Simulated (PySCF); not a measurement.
# Working with the constants of CsBe

ωB97X constants of CsBe, ²Σ⁺ (doublet), unpaired electrons σ ↑ (basis Cs def2-TZVP with ECP46, Be def2-TZVP; scalar-relativistic core potentials; PySCF 2.14; masses 132.9054 and 9.0122 u):

```
ωe              : 143.1 cm⁻¹
ωexe            : 2.87 cm⁻¹
Be              : 0.14277 cm⁻¹
αe              : 0.00270 cm⁻¹
D (centrifugal) : 5.68e-07 cm⁻¹
De to Cs + Be   : 0.181 eV
```

Give the vibrational terms G(v) and spacings up to v = 6.

G(v) = ωe(v+½) − ωexe(v+½)².

```tsv
v	G(v) (cm⁻¹)	G(v) − G(v−1)	Bv (cm⁻¹)
0	71		0.1414
1	208	137	0.1387
2	340	132	0.1360
3	466	126	0.1333
4	586	120	0.1306
5	700	114	0.1279
6	809	109	0.1252
```

How well does the Morse estimate ωe²/(4ωexe) reproduce De, and what is D0?

It gives 0.221 eV, 122 % of the computed De. D0 = De − G(0) = 0.181 − 0.009 = 0.172 eV.

The bond is weak. Basis-set superposition, not corrected here, can be much of De in a small basis, most of all at correlated wavefunction levels. Functionals without a dispersion term scatter widely for such bonds, and LDA overbinds them. Spin–orbit coupling is left out. The state is the lowest determinant that a PBE0 search found; another state may lie lower at other levels.
